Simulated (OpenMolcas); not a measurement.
# Cu4+, Ag4+, Au4+: d⁷ down the group

- Program: OpenMolcas
- Method: SS-CASPT2, IPEA 0.25 Eh, imaginary shift 0.1 Eh
- Basis: ANO-R2
- Scalar Hamiltonian: X2C, finite nucleus
- Spin-orbit coupling: state interaction with AMFI integrals over the reference wave functions, term energies averaged over their components

Active space for each ion: 7 electrons in 10 orbitals (d d); closed shells correlated by CASPT2: Cu4+ 3s 3p; Ag4+ 4s 4p; Au4+ 5s 5p.

Computed levels in cm-1 above ⁴F_9/2:

```json
{"Level": "⁴F_7/2", "Cu4+": "1528", "Ag4+": "3480", "Au4+": "11830"}
{"Level": "⁴F_3/2", "Cu4+": "3350", "Ag4+": "6770", "Au4+": "18980"}
{"Level": "⁴P_5/2", "Cu4+": "20840", "Ag4+": "14940", "Au4+": "19990"}
{"Level": "⁴P_1/2", "Cu4+": "21950", "Ag4+": "17040", "Au4+": "23710"}
{"Level": "²G_9/2", "Cu4+": "22850", "Ag4+": "17170", "Au4+": "21820"}
{"Level": "²G_7/2", "Cu4+": "24320", "Ag4+": "20540", "Au4+": "29850"}
{"Level": "²P_1/2", "Cu4+": "28370", "Ag4+": "24550", "Au4+": "39680"}
{"Level": "²H_11/2", "Cu4+": "31070", "Ag4+": "23210", "Au4+": "28940"}
{"Level": "²D_5/2(1)", "Cu4+": "31460", "Ag4+": "24700", "Au4+": "34900"}
{"Level": "weight of ⁴F in the lowest level (%)", "Cu4+": "100", "Ag4+": "97", "Au4+": "82"}
```

Mixed levels, with the weight of the term that names them: Au4+ ⁴F_3/2 (51 %), Au4+ ⁴P_5/2 (71 %), Au4+ ⁴P_1/2 (67 %), Au4+ ²G_9/2 (55 %), Au4+ ²P_1/2 (67 %), Au4+ ²D_5/2(1) (65 %).

Measured, with the error of the calculation in %. Measured levels: Cu4+ from Sugar and Musgrove, J. Phys. Chem. Ref. Data 19, 527 (1990); Ag4+ from the list in Gamrath, thesis, University of Mons (2023).

```csv
Level,Cu4+,Ag4+
⁴F_7/2,1616 (-5.4),3690 (-5.7)
⁴F_3/2,3528 (-5.0),7097 (-4.5)
⁴P_5/2,20827 (+0.1),14899 (+0.3)
⁴P_1/2,21935 (+0.1),17067 (-0.1)
²G_9/2,22575 (+1.2),16875 (+1.8)
²G_7/2,24100 (+0.9),20442 (+0.5)
²P_1/2,28367 (0),24599 (-0.2)
²H_11/2,30402 (+2.2),22532 (+3.0)
²D_5/2(1),30966 (+1.6),24361 (+1.4)
```

The fine-structure level ⁴F_3/2 changes by a factor of 5.67 from Cu4+ to Au4+.

Without spin-orbit coupling ⁴P lies 19840, 12720, 10930 cm-1 above ⁴F in that order; the difference to the level ⁴P_5/2, of either sign, comes from spin-orbit coupling, which also lowers the zero.

Term energies are means over components that CASPT2 splits; among the terms shown or strongly mixed into the levels shown the widest spread is 460 cm-1 (3d⁷ ⁴F, Cu4+). Active for correlation alone: 4d; no level in the range computed is led by a configuration that fills it, so any true level of that kind is missing (holds for Cu4+). Active for correlation alone: 5d; no level in the range computed is led by a configuration that fills it, so any true level of that kind is missing (holds for Ag4+). Active for correlation alone: 6d; no level in the range computed is led by a configuration that fills it, so any true level of that kind is missing (holds for Au4+). Computed and measured levels are paired by configuration, term and J; levels that our copy of the source lacks, or whose pairing is in doubt (as where it misses far off the trend of its configuration), stay unpaired and out of the deviations. Levels of configurations outside the active space are missing.

A number in round brackets counts repeated terms of one configuration in the order of the reference energies.
